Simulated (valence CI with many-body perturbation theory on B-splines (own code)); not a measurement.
**Er62+: electric-dipole lines**

Computed by configuration interaction combined with many-body perturbation theory (CI+MBPT): four valence electrons over a frozen Dirac-Fock core [He], a basis of 11 s, 11 p, 10 d, 8 f, 5 g, 2 h functions for each j, with the one-electron correlation potential Σ1, the two-electron term Σ2, the three-electron term Σ3, Breit, model QED; selected CI, second order for the rest, scaled by the run's own slope (own B-spline code, finite nucleus).

The last digits are not significant, and no measured levels were compared; by estimate large intervals hold to a few tenths of a per cent, small ones and those within an open d or f shell to about a per cent. Among the levels kept, up to 920 cm⁻¹ of a level comes from second order outside the variational space, and about a tenth of that is noise between levels of different J, which matters for small intervals.

Lines 201 to 250 of 543 in falling wavelength, among levels below 847.73 Ry, chosen from the strongest by gf and those to the six lowest levels. Wavelengths and rates use the calculated energies. Electric multipoles are in the length gauge, E1 and E2 with the static RPA response of the core. Weak lines are less certain than strong ones. Lines between different terms over intervals too small for the method are left out, as are lines whose strength nearly cancels. The highest levels of a list are the least certain.

Levels are named by their leading jj configuration (3d3/2^4 stands for four electrons in 3d with j = 3/2), which in mixed levels can hold well under half, so a name can repeat and another be missing. Letters in brackets count levels of one name in rising energy.

```csv
λ vac (Å),Upper,Lower,A (s⁻¹),S (a.u.) with core polarisation,S without
9.709,(2p1/2 2p3/2^2 3d3/2) J=2 [c],(2s 2p1/2 2p3/2 3d3/2) J=3 [c],4.24e+12,9.57e-03,9.58e-03
9.706,(2s 2p3/2^2 3p3/2) J=0,(2s^2 2p3/2 3p3/2) J=1,8.53e+12,3.85e-03,3.85e-03
9.704,(2s 2p1/2 2p3/2 3p3/2) J=1 [c],(2s^2 2p1/2 3p3/2) J=1,3.48e+12,4.71e-03,4.72e-03
9.704,(2p1/2 2p3/2^2 3p1/2) J=1 [b],(2s 2p1/2 2p3/2 3p1/2) J=1 [b],2.74e+12,3.70e-03,3.71e-03
9.703,(2s 2p1/2 2p3/2 3d5/2) J=1 [b],(2s^2 2p1/2 3d5/2) J=2,5.36e+12,7.26e-03,7.27e-03
9.703,(2s 2p1/2 2p3/2 3s) J=2 [c],(2s^2 2p1/2 3s) J=1,4.86e+12,1.10e-02,1.10e-02
9.700,(2s 2p1/2 2p3/2 3p3/2) J=2 [d],(2s^2 2p1/2 3p3/2) J=2,4.57e+12,1.03e-02,1.03e-02
9.700,(2s 2p3/2^2 3d3/2) J=2 [c],(2s^2 2p3/2 3d3/2) J=1,2.08e+12,4.69e-03,4.70e-03
9.699,(2s 2p1/2 2p3/2 3s) J=1 [c],(2s^2 2p1/2 3s) J=0,4.70e+12,6.35e-03,6.36e-03
9.691,(2p1/2 2p3/2^2 3p1/2) J=0,(2s 2p1/2 2p3/2 3p1/2) J=1 [c],8.77e+12,3.94e-03,3.95e-03
9.691,(2p1/2^2 2p3/2 3d3/2) J=2,(2s 2p1/2^2 3d3/2) J=1,1.79e+12,4.02e-03,4.02e-03
9.686,(2p1/2^2 2p3/2 3d5/2) J=3,(2s 2p1/2^2 3d5/2) J=2,1.60e+12,5.02e-03,5.03e-03
9.683,(2s 2p3/2^2 3s) J=1 [b],(2s^2 2p3/2 3s) J=1,7.65e+12,1.03e-02,1.03e-02
9.680,(2s 2p3/2^2 3d5/2) J=3 [c],(2s^2 2p3/2 3d5/2) J=2,2.29e+12,7.17e-03,7.18e-03
9.679,(2p1/2^2 2p3/2 3d3/2) J=3,(2s 2p1/2^2 3d3/2) J=2,3.36e+12,1.05e-02,1.05e-02
9.672,(2s 2p3/2^2 3d3/2) J=1 [c],(2s^2 2p3/2 3d3/2) J=0,3.09e+12,4.14e-03,4.14e-03
9.672,(2s 2p3/2^2 3s) J=1 [a],(2s^2 2p3/2 3s) J=2,4.34e+12,5.81e-03,5.82e-03
9.671,(2s 2p3/2^2 3d3/2) J=2 [c],(2s^2 2p3/2 3d3/2) J=3,2.27e+12,5.06e-03,5.07e-03
9.669,(2p1/2 2p3/2^2 3p3/2) J=1 [c],(2s 2p1/2 2p3/2 3p3/2) J=2 [c],3.41e+12,4.56e-03,4.57e-03
9.665,(2p1/2^2 2p3/2 3s) J=2,(2s 2p1/2^2 3s) J=1,3.38e+12,7.54e-03,7.55e-03
9.663,(2s 2p3/2^2 3p1/2) J=1 [b],(2s^2 2p3/2 3p1/2) J=2,4.42e+12,5.90e-03,5.91e-03
9.660,(2s 2p3/2^2 3p3/2) J=3 [b],(2s^2 2p3/2 3p3/2) J=3,6.53e+12,2.03e-02,2.04e-02
9.655,(2p1/2 2p3/2^2 3p3/2) J=2 [c],(2s 2p1/2 2p3/2 3p3/2) J=3 [c],3.22e+12,7.16e-03,7.17e-03
9.654,(2s 2p3/2^2 3d5/2) J=4 [b],(2s^2 2p3/2 3d5/2) J=4,5.85e+12,2.34e-02,2.34e-02
9.652,(2s 2p3/2^2 3p1/2) J=2 [b],(2s^2 2p3/2 3p1/2) J=2,7.59e+12,1.68e-02,1.69e-02
9.651,(2s 2p3/2^2 3p3/2) J=2 [b],(2s^2 2p3/2 3p3/2) J=3,5.85e+12,1.30e-02,1.30e-02
9.651,(2s 2p3/2^2 3p1/2) J=1 [a],(2s^2 2p3/2 3p1/2) J=1,7.47e+12,9.94e-03,9.96e-03
9.650,(2s 2p1/2 2p3/2 3d3/2) J=1 [d],(2s^2 2p1/2 3d3/2) J=2,3.42e+12,4.55e-03,4.56e-03
9.649,(2s 2p1/2 2p3/2 3p3/2) J=1 [d],(2s^2 2p1/2 3p3/2) J=2,3.35e+12,4.46e-03,4.47e-03
9.645,(2s 2p3/2^2 3d3/2) J=3 [b],(2s^2 2p3/2 3d3/2) J=3,4.80e+12,1.49e-02,1.49e-02
9.637,(2p1/2 2p3/2^2 3s) J=2 [b],(2s 2p1/2 2p3/2 3s) J=2 [b],2.89e+12,6.38e-03,6.39e-03
9.632,(2s 2p3/2^2 3d5/2) J=3 [b],(2s^2 2p3/2 3d5/2) J=4,5.87e+12,1.81e-02,1.82e-02
9.628,(2s 2p3/2^2 3d3/2) J=1 [b],(2s^2 2p3/2 3d3/2) J=2,3.18e+12,4.20e-03,4.21e-03
9.617,(2s 2p3/2^2 3d5/2) J=2 [b],(2s^2 2p3/2 3d5/2) J=3,4.69e+12,1.03e-02,1.03e-02
9.616,(2s 2p3/2^2 3d5/2) J=2 [a],(2s^2 2p3/2 3d5/2) J=2,1.70e+12,3.72e-03,3.73e-03
9.615,(2s 2p1/2 2p3/2^2) J=0,(2s^2 2p1/2 2p3/2) J=1,4.50e+12,1.97e-03,1.98e-03
9.614,(2s 2p3/2^2 3d3/2) J=2 [c],(2s^2 2p3/2 3d3/2) J=2,2.93e+12,6.42e-03,6.43e-03
9.608,(2p1/2 2p3/2^2 3d3/2) J=4,(2s 2p1/2 2p3/2 3d3/2) J=4,3.12e+12,1.23e-02,1.23e-02
9.607,(2p1/2^2 2p3/2 3d3/2) J=1,(2s 2p1/2^2 3d3/2) J=1,3.40e+12,4.47e-03,4.47e-03
9.606,(2p1/2 2p3/2^2 3d3/2) J=2 [b],(2s 2p1/2 2p3/2 3d3/2) J=2 [b],2.29e+12,5.01e-03,5.02e-03
9.603,(2p1/2 2p3/2^2 3p1/2) J=3,(2s 2p1/2 2p3/2 3p1/2) J=3,3.55e+12,1.09e-02,1.09e-02
9.599,(2p1/2^2 2p3/2 3p3/2) J=2,(2s 2p1/2^2 3p3/2) J=1,1.74e+12,3.79e-03,3.80e-03
9.597,(2p1/2^2 2p3/2 3d5/2) J=1,(2s 2p1/2^2 3d5/2) J=2,4.10e+12,5.37e-03,5.38e-03
9.597,(2s 2p3/2^2 3s) J=2 [b],(2s^2 2p3/2 3s) J=2,7.17e+12,1.56e-02,1.57e-02
9.596,(2s 2p1/2 2p3/2^2) J=1 [a],(2s^2 2p1/2 2p3/2) J=2,6.38e+11,8.35e-04,8.36e-04
9.592,(2s 2p3/2^2 3d5/2) J=1 [b],(2s^2 2p3/2 3d5/2) J=2,5.22e+12,6.82e-03,6.83e-03
9.590,(2s 2p3/2^2 3d3/2) J=2 [d],(2s^2 2p3/2 3d3/2) J=3,2.60e+12,5.66e-03,5.66e-03
9.583,(2p1/2 2p3/2^2 3p3/2) J=4,(2s 2p1/2 2p3/2 3p3/2) J=4,3.41e+12,1.33e-02,1.33e-02
9.562,(2p1/2^2 2p3/2 3p3/2) J=2,(2s 2p1/2^2 3p3/2) J=2,1.98e+12,4.26e-03,4.27e-03
9.561,(2p1/2 2p3/2^2 3p1/2) J=2 [b],(2s 2p1/2 2p3/2 3p1/2) J=2 [b],3.72e+12,8.03e-03,8.04e-03
```
